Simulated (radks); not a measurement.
Values are calculated unless marked as measured or tabulated.
Tm2+, configuration [Xe] 4f13.

Code: a radial shooting solver on a logarithmic mesh with Libxc functionals. Model: scalar-relativistic Kohn-Sham, PBE, spin-unpolarised, spherical densities, point nucleus.

Energy parts (hartree):
part                       energy
total                 -13566.7875
kinetic                14748.3114
electron-nucleus      -33312.1817
Hartree                 5281.9224
exchange-correlation    -284.8396

Orbitals (lengths in bohr, moments of r in powers of bohr; r(max) is where P^2 peaks):
orbital  occ.  eigenvalue (hartree)   <1/r>       <r^4>   r(max)
1s          2             -2179.470   79.11   8.073e-07  0.01261
2s          2             -368.1477   18.43   0.0001248  0.07188
2p          6             -325.0815   16.97  0.00009540  0.05854
3s          2             -83.14768   6.802    0.004690   0.2032
3p          6             -70.10918   6.343    0.004969   0.2002
3d         10             -54.02469   6.009    0.003886   0.1633
4s          2             -16.80419   2.873      0.1140   0.4643
4p          6             -12.52138   2.624      0.1515   0.4857
4d         10              -6.83693   2.318      0.2362   0.5012
4f         13              -0.64511   1.692       2.591   0.4962
5s          2              -2.49924   1.077       4.348    1.092
5p          6              -1.52371  0.8903       9.360    1.254

The highest occupied level is 4f at -17.554 eV. The density falls to 0.001 e/bohr^3 at r = 3.32 bohr.
